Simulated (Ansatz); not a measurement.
A series at Ta: from `[NH2][Ta]([NH2])([NH2])=[O]`, ligands are replaced one by one, each step taking up H₂O and setting free NH₃; n counts the steps. Ansatz, PBE0-D4/def2-TZVP geometries. Each molecule was computed in one conformer, which needn't be the lowest.

| n | molecule | HOMO energy, ωB97M-V/def2-TZVPP (eV) |
| --- | --- | --- |
| 0 | `[NH2][Ta]([NH2])([NH2])=[O]` | -9.22 |
| 1 | `[NH2][Ta]([NH2])(=[O])[OH]` | ? |
| 2 | `[NH2][Ta](=[O])([OH])[OH]` | -10.36 |
| 3 | `[O]=[Ta]([OH])([OH])[OH]` | -10.94 |

Question: By hand: fit a straight line y = ȳ + b (n − n̄) to the 3 given rows and predict n = 1.

Answer: n̄ = 1.667, ȳ = -10.173; Σ(n − n̄)(y − ȳ) = -2.673, Σ(n − n̄)² = 4.667, so b = -0.573 eV a step. Prediction: -10.173 + (-0.573) × (-0.667) = -9.79 eV.

Question: By hand: compare with the computed value, -9.68 eV, and give the steps along the whole series.

Answer: The line misses by 0.11 eV (computed minus predicted). Steps: -0.46, -0.68, -0.58 eV.

The steps differ by up to 0.22 eV without a steady trend. The highest orbital can change its character along such a series. The miss is 6.4 % of the series' range.
